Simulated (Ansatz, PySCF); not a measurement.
This PySCF input computes a BLYP/def2-TZVPD energy:

```python
from pyscf import gto, scf, dft

mol = gto.M(
    atom='''
    Sn   -0.26688993    0.12455399   -0.09800237
    O     1.62770118   -0.57396192    0.51432448
    H    -1.13628801   -0.36346601    1.42130985
    H    -0.76682618   -1.41584919   -0.92234937
    H     2.22600130    0.14331082    0.28656241
    ''',
    basis='def2-tzvpd',
    ecp='def2-tzvp',
    charge=-1,
    spin=0,
    verbose=4,
)

mf = dft.RKS(mol, xc='blyp').density_fit(auxbasis='def2-universal-jkfit')
mf.grids.level = 3
mf.conv_tol = 1e-9
mf.max_cycle = 100
mf.max_memory = 1500
mf.kernel()
if not mf.converged:
    mf = mf.newton()
    mf.kernel(mf.make_rdm1())
mf.analyze()
```

Question: Write an input for the same energy in Ansatz (a first-principles code) and say what it gives.

Answer: 
Ansatz 0.2 input:
```yaml
crystal:
  periodic: [false, false, false]
  atoms:
    - {symbol: Sn, position_ang: [-0.26688993, 0.12455399, -0.09800237]}
    - {symbol: O, position_ang: [1.62770118, -0.57396192, 0.51432448]}
    - {symbol: H, position_ang: [-1.13628801, -0.36346601, 1.42130985]}
    - {symbol: H, position_ang: [-0.76682618, -1.41584919, -0.92234937]}
    - {symbol: H, position_ang: [2.22600130, 0.14331082, 0.28656241]}
basis:
  gaussian:
    orbitals: def2-TZVPD
hamiltonian:
  xc: {name: BLYP}
total_charge: -1
output: {forces: true}
```
It gives -291.33899 Eh, and PySCF -291.33904 Eh, a difference of 0.05 mEh, from the treatment of integrals and grids.

It need not be the lowest isomer of its formula. Whether it binds its extra electron was not tested at this geometry.
